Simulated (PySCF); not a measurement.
## Correlation energy of O (oxygen, neutral)

[He] 2s2 2p4, high-spin 3P determinant. All numbers are calculated (PySCF 2.14, the spin-free X2C one-electron Hamiltonian (Gaussian nucleus), in x2c-TZVPPall with one added diffuse shell each of s, p, d type (6s4p3d1f, 40 functions)). Frozen: 1s2; 6 electrons correlated.

MP2 pair energies summed by pair of shells (mhartree):

| pair | energy | share (%) |
| --- | --- | --- |
| 2p-2p | -67.24 | 47.1 |
| 2s-2p | -65.30 | 45.7 |
| 2s-2s | -10.27 | 7.2 |

Total MP2 correlation energy: -142.81 mhartree.

Same-spin part -35.18 and opposite-spin part -107.63 mhartree; SCS-MP2 scales them by 1/3 and 6/5 to -140.88 mhartree.
